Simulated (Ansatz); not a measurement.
Ansatz (a quantum-chemistry and plane-wave program) input (B3LYP-D3(BJ)/def2-TZVP):

Ansatz 0.2 input:
```yaml
crystal:
  periodic: [false, false, false]
  atoms:
    - {symbol: C, position_ang: [3.60476176, -0.16598949, 0.22401098]}
    - {symbol: C, position_ang: [2.25743290, -0.75592409, 0.17280073]}
    - {symbol: C, position_ang: [1.16315780, 0.28027498, -0.09989929]}
    - {symbol: C, position_ang: [-0.22677472, -0.34895393, -0.11555095]}
    - {symbol: C, position_ang: [-1.31999011, 0.68840478, -0.38988284]}
    - {symbol: C, position_ang: [-2.67400605, 0.05522386, -0.41049778]}
    - {symbol: C, position_ang: [-3.66032611, 0.36625881, 0.40879579]}
    - {symbol: H, position_ang: [3.74259941, 0.84493724, 0.55361310]}
    - {symbol: H, position_ang: [4.47193465, -0.76032282, 0.01449967]}
    - {symbol: H, position_ang: [2.22330942, -1.54498121, -0.58604706]}
    - {symbol: H, position_ang: [2.02276503, -1.25000959, 1.13171908]}
    - {symbol: H, position_ang: [1.35750208, 0.75874492, -1.06249741]}
    - {symbol: H, position_ang: [1.20359092, 1.05434659, 0.66952358]}
    - {symbol: H, position_ang: [-0.42292444, -0.82594125, 0.84803953]}
    - {symbol: H, position_ang: [-0.26595193, -1.12539052, -0.88360758]}
    - {symbol: H, position_ang: [-1.28619125, 1.46758296, 0.37406861]}
    - {symbol: H, position_ang: [-1.12698320, 1.15566024, -1.36034353]}
    - {symbol: H, position_ang: [-2.80953330, -0.71789482, -1.15650029]}
    - {symbol: H, position_ang: [-3.55138010, 1.13043270, 1.16131579]}
    - {symbol: H, position_ang: [-4.61946099, -0.12107263, 0.36204553]}
basis:
  gaussian:
    orbitals: def2-TZVP
hamiltonian:
  xc: b3lyp
  dispersion: d3bj
magnetization: {spin_polarized: true, initial_magnetization: 1}
relax: {f_tol: 0.002, max_steps: 150}
```

End of the output:

```
mean field -7472.19946392 eV, -274.5982654604 hartree, gradient 1.5e-5 eV, S^2 0.753971; 0 other end points of the search recorded, 0 dependent functions left out
the calculation of the forces begins
reference -7472.19982395 eV, -274.5982786912 hartree; 28, 27 occupied and 267, 268 virtual orbitals, 1832 factors
relax step  17: F+E_penalty+E_count = -7472.90921670 eV  Δ(F+E_penalty+E_count) = -1.433e-6 eV  max|allowed force component| = 2.246e-3 eV/Å  Δτ_max = 0.0010 Å  (37 SCF iters, accepted)
these checks for a lower state are left out or cut short: starts, cluster_reference, orbital_swaps, neighbouring_geometries, increment
integrals: 0.27 GiB planned
1832 factors; their error is unknown
0.37 GiB of the device are held for the grids
1.92 GiB of device memory are held for the factors and their scratch space
mean field: 2.31 GiB planned
mean field -7472.19946012 eV, -274.5982653207 hartree, gradient 1.5e-5 eV, S^2 0.753970; 0 other end points of the search recorded, 0 dependent functions left out
the calculation of the forces begins
reference -7472.19982015 eV, -274.5982785515 hartree; 28, 27 occupied and 267, 268 virtual orbitals, 1832 factors
relax step  18: F+E_penalty+E_count = -7472.90921823 eV  Δ(F+E_penalty+E_count) = -1.524e-6 eV  max|allowed force component| = 1.421e-3 eV/Å  Δτ_max = 0.0023 Å  (37 SCF iters, accepted)
integrals: 0.27 GiB planned
1832 factors; their error is unknown
0.37 GiB of the device are held for the grids
1.92 GiB of device memory are held for the factors and their scratch space
mean field: 2.31 GiB planned
mean field evaluation 160: about -7472.1995 eV, gradient 3.9e-4 eV
mean field -7472.19946012 eV, -274.5982653207 hartree, gradient 1.5e-5 eV, S^2 0.753970; 1 other end points of the search recorded, 0 dependent functions left out
the calculation of the forces begins
reference -7472.19982015 eV, -274.5982785515 hartree; 28, 27 occupied and 267, 268 virtual orbitals, 1832 factors
Total energy: -7472.90957826 eV, -274.6243616809 hartree
Atom 0 at     3.639057    -0.166343     0.206672 Å, force    -0.000540    -0.000528     0.000007 eV/Å
Atom 1 at     2.276392    -0.752755     0.169698 Å, force     0.000081     0.000340    -0.000162 eV/Å
Atom 2 at     1.169957     0.268146    -0.103722 Å, force     0.000099    -0.000188     0.000171 eV/Å
Atom 3 at    -0.226793    -0.344500    -0.104725 Å, force    -0.000274     0.000092     0.000037 eV/Å
Atom 4 at    -1.332140     0.683214    -0.373111 Å, force    -0.000000     0.000010    -0.000337 eV/Å
Atom 5 at    -2.696646     0.069691    -0.417872 Å, force     0.000331    -0.000088     0.000410 eV/Å
Atom 6 at    -3.697227     0.364923     0.401857 Å, force    -0.000327     0.001115    -0.000659 eV/Å
Atom 7 at     3.786806     0.870380     0.479601 Å, force     0.000058     0.001421     0.000195 eV/Å
Atom 8 at     4.516862    -0.785547     0.083513 Å, force     0.000393    -0.000790     0.000093 eV/Å
Atom 9 at     2.233962    -1.552968    -0.578941 Å, force     0.000043     0.000053    -0.000386 eV/Å
Atom 10 at     2.057146    -1.254744     1.127513 Å, force    -0.000118    -0.000360     0.000027 eV/Å
Atom 11 at     1.358543     0.752553    -1.067010 Å, force     0.000006    -0.000030    -0.000148 eV/Å
Atom 12 at     1.220030     1.059566     0.651883 Å, force     0.000065     0.000117    -0.000057 eV/Å
Atom 13 at    -0.417839    -0.830029     0.857380 Å, force    -0.000021     0.000082     0.000259 eV/Å
Atom 14 at    -0.277564    -1.135077    -0.861243 Å, force     0.000038    -0.000191    -0.000044 eV/Å
Atom 15 at    -1.304138     1.463276     0.393032 Å, force    -0.000033     0.000095     0.000159 eV/Å
Atom 16 at    -1.124811     1.175256    -1.330919 Å, force     0.000119     0.000077    -0.000054 eV/Å
Atom 17 at    -2.849487    -0.687970    -1.183412 Å, force    -0.000071    -0.000341     0.000074 eV/Å
Atom 18 at    -3.588279     1.111499     1.180964 Å, force     0.000337    -0.000421     0.000441 eV/Å
Atom 19 at    -4.660299    -0.123184     0.324447 Å, force    -0.000187    -0.000465    -0.000025 eV/Å
Dipole moment:     0.029274    -0.035341    -0.008619 e Å
```

It need not be the lowest isomer of its formula.
